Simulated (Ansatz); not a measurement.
Consider the ligand exchange at the Si–Br bond: `C[Si](N)(O)Br` + CH₃OH → `CO[Si](C)(N)O` + HBr.

Computed with Ansatz on PBE0-D4/def2-TZVP structures; ΔE is electronic, products minus reactants. CBS: MP2 limit from def2 TZ/QZ plus the TZ coupled-cluster correction, frozen cores. This one scheme is used for every species. DFT in def2-TZVPP. B3LYP here is the variant with VWN-RPA as its local correlation; programs differ in this. For Br outer-core shells are correlated without core-valence functions, which leaves a few kJ/mol of doubt a bond. Scalar relativity is left out up to krypton. Each species was taken in one conformer, which may not be the lowest.

**Question.** Is it downhill or uphill in electronic energy at CCSD(T)/CBS, and by how much? (Estimate.)

**Answer.** Ansatz gave: Nearly level: ΔE = -0.5 kcal/mol.

**Question.** What do these levels give: r2SCAN-D4, PBE0-D4, ωB97X-V, ωB97M-V, B2PLYP, PBE0, B3LYP, HF/def2-TZVPP, MP2/def2-TZVPP, SCS-MP2/def2-TZVPP, SCS-MP2/def2-QZVPP, CCSD/CBS(def2)? (Estimate.)

**Answer.** Ansatz gave: r2SCAN-D4 -0.3, PBE0-D4 1.1, ωB97X-V -1.0, ωB97M-V -0.9, B2PLYP -1.2, PBE0 1.4, B3LYP -0.9, HF/def2-TZVPP -1.8, MP2/def2-TZVPP -0.6, SCS-MP2/def2-TZVPP -1.4, SCS-MP2/def2-QZVPP -0.7, CCSD/CBS(def2) -0.7 kcal/mol.

Largest T1 diagnostic among the species: 0.011.
